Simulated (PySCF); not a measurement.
CH2O, SMILES [H]/[C-]=[O+]/[H].

Geometry optimised at PBE-D3(BJ)/def2-TZVPD.

All values below come from PySCF with PBE-D3(BJ)/def2-TZVPD.

No scaling factor is applied to the harmonic values.

### Question
List the normal modes with their intensities. (The exact figures need the calculation; the answer reports its results.)

### Answer

```
mode  ν (cm⁻¹)  IR (km/mol)  moving atoms (share of kinetic energy)
----  --------  -----------  --------------------------------------
1         1075        104.1                                  H 93 %
2         1167        137.0                          H 85 %, O 14 %
3         1281         50.2                   C 59 %, O 32 %, H 8 %
4         1462         18.0                   H 82 %, C 10 %, O 8 %
5         2747        146.3                                  H 92 %
6         3552         55.0                                  H 94 %
```
